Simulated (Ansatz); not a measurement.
`C[CH2][In]([F])[F]` + H₂S → `[F][In]([F])[SH]` + ethane at 600 K and 1 bar (ligand exchange at the In–C bond).

Isolated molecules relaxed with PBE0-D4/def2-TZVP in Ansatz; ΔE leaves out vibrations. CCSD(T)/CBS adds triple-zeta CCSD(T) − MP2 to the extrapolated MP2 energy (def2 sets, frozen cores). This one scheme is used for every species. Elements past krypton have def2 core potentials. For In outer-core shells are correlated without core-valence functions, which leaves a few kJ/mol of doubt a bond. Each species was taken in one conformer, which may not be the lowest.

| species | CCSD(T)/CBS energy (Eh) | H − E (kJ/mol) | S (J/(mol·K)) |
| --- | --- | --- | --- |
| `C[CH2][In]([F])[F]` | -468.57870 | 241.2 | 474.3 |
| H₂S | -398.97279 | 60.8 | 230.9 |
| `[F][In]([F])[SH]` | -787.86618 | 79.5 | 408.4 |
| `CC` | -79.71954 | 228.8 | 274.9 |

H − E and S are ideal-gas, rigid-rotor, harmonic terms from PBE0-D4/def2-TZVP, for one conformer and one mirror image of each species. 1 Eh = 2625.50 kJ/mol, R = 8.31446 J/(mol·K).

Task: By hand: ΔE, ΔH, ΔS and ΔG.

Result: ΔE = (-787.86618) + (-79.71954) − (-468.57870) − (-398.97279) = -0.03423 Eh = -89.9 kJ/mol. Δ(H − E) = 79.5 + 228.8 − 241.2 − 60.8 = 6.3, so ΔH = -83.6 kJ/mol. ΔS = 408.4 + 274.9 − 474.3 − 230.9 = -21.9 J/(mol·K). ΔG = -83.6 − 600 × (-21.9)/1000 = -70.5 kJ/mol.

Task: By hand: the equilibrium constant, and the temperature at which ΔG would vanish if ΔH and ΔS stayed fixed.

Result: log₁₀ K = −ΔG/(RT ln 10) = 6.1. ΔG = 0 at ΔH/ΔS = 3817 K, far beyond where these terms or the molecules hold.

ΔH outweighs TΔS. A doubt of 5 kJ/mol in ΔE shifts log₁₀ K by 0.4 here. Other conformers and mirror images would add mixing entropy, several J/(mol·K) or more a flexible species. Modes under 60 cm⁻¹, often nearly free rotors, make the harmonic entropy too high. These are equilibria of isolated gas molecules and say nothing of rates. Largest T1 diagnostic: 0.016 (customary marks: 0.02 for closed shells, 0.045 for open ones).
